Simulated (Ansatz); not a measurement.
`[NH2][Sn]([F])([F])[Cl]` → F• + `[NH2][Sn]([F])[Cl]`•  (homolysis of the F–Sn bond)

Computed with Ansatz on PBE0-D4/def2-TZVP structures; ΔE is electronic, products minus reactants. CBS: MP2 limit from def2 TZ/QZ plus the TZ coupled-cluster correction, frozen cores. This one scheme is used for every species, atoms too. Functionals use def2-TZVPP. B3LYP here is the variant with VWN-RPA as its local correlation; programs differ in this. HSE06 is defined as in plane-wave codes. Open shells (•) are unrestricted, without spin–orbit coupling. Spin–orbit coupling would lower the free atoms: a little for F. Elements past krypton have def2 core potentials. For Sn outer-core shells are correlated without core-valence functions, so the limit isn't a true one: a few kJ/mol of doubt a bond, and 10 to 20 or more in all where bonds break to atoms. One conformer a species, not always the lowest.

| level | ΔE (kJ/mol) | difference from CCSD(T)/CBS |
| --- | --- | --- |
| PBE-D4 | 453.7 | -28.3 |
| revPBE-D4 | 432.9 | -49.1 |
| r2SCAN-D4 | 445.2 | -36.8 |
| B3LYP-D4 | 435.4 | -46.6 |
| r2SCANh-D4 | 439.4 | -42.6 |
| ωB97X-V | 469.5 | -12.5 |
| ωB97M-V | 461.5 | -20.5 |
| BLYP | 428.3 | -53.7 |
| B3LYP | 430.9 | -51.1 |
| HSE06 | 440.1 | -41.9 |
| BHLYP | 417.7 | -64.3 |
| LC-ωPBE | 474.6 | -7.4 |
| MP2/def2-SVP | 473.0 | -9.0 |
| HF/def2-QZVPP | 322.2 | -159.8 |
| SCS-MP2/def2-QZVPP | 495.0 | 13.0 |
| HF/CBS(def2) | 322.8 | -159.2 |
| CCSD(T)/CBS | 482.0 | 0 |

Question: What do rigid-rotor, harmonic-oscillator terms from PBE0-D4/def2-TZVP frequencies (298.15 K, 1 bar) make of the CCSD(T)/CBS value? (Best estimate.)

Answer: Computed: ΔZPE = -7.2 kJ/mol, ΔH = +477.2 kJ/mol, ΔS = 133 J/(mol·K), ΔG = +437.5 kJ/mol. Open shells count their whole term as degenerate. Modes under 50 cm⁻¹ make the entropy rough.

Largest T1 diagnostic among the species: 0.017.

The D4 term adds +4.5 kJ/mol with B3LYP and +2.5 kJ/mol with PBE0; it sums over pairs of atoms, weighted by their polarisabilities, and B3LYP, whose exchange is more repulsive, gets the larger term. From PBE to PBE0 (25 % exact exchange), in def2-TZVPP and without D4, ΔE moves by −10.4 kJ/mol: exact exchange takes away binding that semilocal exchange gives to molecules. At CCSD(T), def2-SVP lies −46.1 kJ/mol from the extrapolated value and def2-TZVPP −22.5 kJ/mol: correlation converges slowly with the basis, and small sets miss more of it in the bonded molecule than in its fragments.

CCSD(T)/CBS has its own doubt, a few kJ/mol and more with outer-core shells, so smaller differences from it don't rank the levels.
